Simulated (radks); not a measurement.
The tantalum ion Ta2+ inside a hard spherical wall (all orbitals vanish at R), configuration held at [Xe] 4f14 5d3 and not refilled when levels cross. Calculated with a radial shooting solver on a logarithmic mesh with Libxc functionals: scalar-relativistic Kohn-Sham, PBE, spin-polarised, spherical densities, point nucleus; open shells are filled with parallel spins first (spin-orbit coupling, left out, can overturn this in heavy ions). Eigenvalues in eV for spin up, with the zero of energy where the potential of the charges vanishes at infinity; a dash marks a level that is unbound or too diffuse for the functional's potential to be trusted. A positive occupied level is held by the wall or, in an anion where self-interaction has pushed it up, behind a barrier. The pressure on the wall is -dE/dV.

R (bohr),E (hartree),kinetic (hartree),e(5s),e(5p),e(4f),e(5d),"e(6s, empty)","e(6p, empty)",pressure (GPa)
free,-15603.7582,17147.275,-88.959,-55.584,-40.219,-19.180,-19.083,-12.977,0
20,-15603.7582,17147.275,-88.959,-55.584,-40.219,-19.180,-19.083,-12.977,< 0.0001
12,-15603.7582,17147.275,-88.959,-55.584,-40.219,-19.180,-19.083,-12.976,< 0.0001
10,-15603.7582,17147.275,-88.958,-55.584,-40.219,-19.180,-19.083,-12.973,< 0.0001
8,-15603.7582,17147.276,-88.953,-55.579,-40.214,-19.175,-19.074,-12.911,0.00496
7,-15603.7578,17147.281,-88.928,-55.555,-40.188,-19.153,-19.033,-12.726,0.0437
6,-15603.7551,17147.305,-88.812,-55.447,-40.067,-19.046,-18.820,-12.094,0.367
4,-15603.6532,17147.889,-86.922,-53.698,-38.026,-16.864,-13.881,-3.252,27.0
3.5,-15603.4996,17148.666,-85.279,-52.153,-36.169,-14.554,-8.253,5.196,91.8
3,-15603.0711,17150.806,-82.120,-49.011,-32.445,-9.590,4.178,22.284,369
